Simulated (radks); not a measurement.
The numbers below are computed, except where a source is named.
Pm5+, configuration [Kr] 4d10 4f3 5s2 5p5.

Code: a radial shooting solver on a logarithmic mesh with Libxc functionals. Model: scalar-relativistic Kohn-Sham, PBE, spin-polarised, spherical densities, finite nucleus; open shells are filled with parallel spins first (spin-orbit coupling, left out, can overturn this in heavy ions); Fermi nuclear charge, rms radius 4.962 fm.

Energy parts (Ry):
total: -20028.9941
kinetic: 21361.9186
electron-nucleus: -48422.7078
Hartree: 7484.4915
exchange-correlation: -452.6964

Orbitals (lengths in bohr, moments of r in powers of bohr; <r^-3> diverges for s and p1/2):
\begin{tabular}{lrrrrr}
orbital & occ. & eigenvalue (Ry) & <r^2> & <r^-3> & <r^4> \\ \hline
1s up & 1 & -3313.726 & 0.0007318 & - & 1.417e-06 \\
1s down & 1 & -3313.720 & 0.0007318 & - & 1.417e-06 \\
2s up & 1 & -543.0278 & 0.01156 & - & 0.0002296 \\
2s down & 1 & -543.0237 & 0.01156 & - & 0.0002296 \\
2p up & 3 & -485.4994 & 0.009263 & 9575 & 0.0001697 \\
2p down & 3 & -485.4936 & 0.009263 & 9575 & 0.0001697 \\
3s up & 1 & -122.5189 & 0.07758 & - & 0.009093 \\
3s down & 1 & -122.4338 & 0.07751 & - & 0.009074 \\
3p up & 3 & -104.4522 & 0.07766 & 1963 & 0.009507 \\
3p down & 3 & -104.3668 & 0.07757 & 1966 & 0.009483 \\
3d up & 5 & -79.66765 & 0.06573 & 267.2 & 0.007727 \\
3d down & 5 & -79.60071 & 0.06563 & 267.6 & 0.007699 \\
4s up & 1 & -28.46902 & 0.3934 & - & 0.2243 \\
4s down & 1 & -28.25629 & 0.3932 & - & 0.2241 \\
4p up & 3 & -22.50992 & 0.4425 & 435.8 & 0.2915 \\
4p down & 3 & -22.29756 & 0.4423 & 435.6 & 0.2913 \\
4d up & 5 & -14.08044 & 0.5336 & 49.69 & 0.4578 \\
4d down & 5 & -13.86696 & 0.5335 & 49.67 & 0.4581 \\
5s up & 1 & -7.40155 & 2.025 & - & 5.827 \\
5s down & 1 & -7.22295 & 2.052 & - & 6.007 \\
5p up & 3 & -5.77869 & 2.544 & 76.23 & 9.340 \\
5p down & 2 & -5.62255 & 2.595 & 74.04 & 9.756 \\
4f up & 3 & -4.98584 & 0.8980 & 6.904 & 1.726 \\
4f down & 0 & -4.77337 & 0.9142 & 6.870 & 1.819 \\
\end{tabular}

The highest occupied level is 4f up at -67.836 eV. The density falls to 0.001 e/bohr^3 at r = 3.06 bohr. For comparison, the ionisation energy in NIST's Atomic Spectra Database is 85 eV (theoretical). In exact Kohn-Sham theory the highest level is minus the ionisation energy, but local and semilocal functionals leave it too shallow, through self-interaction and a potential that decays too fast; potentials with the right tail come closer. Spin moment in Bohr magnetons: 4. The electron density at the nucleus is 5.139e+05 e/bohr^3 (large components only). The spin density at the nucleus is -1.101 e/bohr^3 (1s -0.512, 2s -0.176, 3s -6.066, 4s 0.813, 5s 4.840). Summed over all electrons, <r^2> = 29.73 bohr^2, which gives a Langevin (diamagnetic) susceptibility term of -23.5 x 10^-6 cm^3/mol.
